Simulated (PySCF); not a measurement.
Highest occupied level (eV) of eight silicon and germanium compounds: PBE beside r2SCAN, computed with PySCF for isolated molecules in the bases named; differences from unrounded values. The eight are the first of their class met in an unordered collection, after screening for sound electronic states; none was chosen by its value. Each molecule has one DFT geometry for both levels.

```tsv
molecule	basis	r2SCAN
CH3Cl2NSi2, SMILES Cl[Si]1(Cl)C=N[SiH2]1	def2-TZVP	-6.25
C₂H₃Cl₂FSi, SMILES C(=C/Cl)(/[SiH2]Cl)F	def2-TZVP	-6.64
FH₅SSi₂, SMILES F[SiH2]S[SiH3]	def2-TZVP	-6.92
C₃H₆FNSi, SMILES F[C@H]1C[SiH2]C=N1	def2-TZVP	-6.35
CH7NOSi2, SMILES [SiH2]1CN[SiH2]O1	def2-TZVP	-5.77
ClF₂H₃Si₂, SMILES F[SiH]([SiH2]Cl)F	def2-TZVP	-7.57
Si(F)2(Br)(OH) (BrF2HOSi), SMILES F[Si](O)(F)Br	def2-TZVP	-8.24
C2H6N2OSi, SMILES C[Si@@H](N)OC#N	def2-TZVP	-7.06
```

Task: Estimate the PBE values and say how PBE differs from r2SCAN over the set. (An estimate is asked for; the answer gives what the named calculation found.)

Result: 
```csv
molecule,PBE,difference
"CH3Cl2NSi2, SMILES Cl[Si]1(Cl)C=N[SiH2]1",-6.02,0.23
"C₂H₃Cl₂FSi, SMILES C(=C/Cl)(/[SiH2]Cl)F",-6.39,0.25
"FH₅SSi₂, SMILES F[SiH2]S[SiH3]",-6.63,0.29
"C₃H₆FNSi, SMILES F[C@H]1C[SiH2]C=N1",-6.09,0.27
"CH7NOSi2, SMILES [SiH2]1CN[SiH2]O1",-5.50,0.27
"ClF₂H₃Si₂, SMILES F[SiH]([SiH2]Cl)F",-7.26,0.32
"Si(F)2(Br)(OH) (BrF2HOSi), SMILES F[Si](O)(F)Br",-7.87,0.37
"C2H6N2OSi, SMILES C[Si@@H](N)OC#N",-6.76,0.30
```
PBE lies below r2SCAN in 0 and above it in 8 of the eight; the mean signed difference is 0.29 and the largest 0.37 eV.
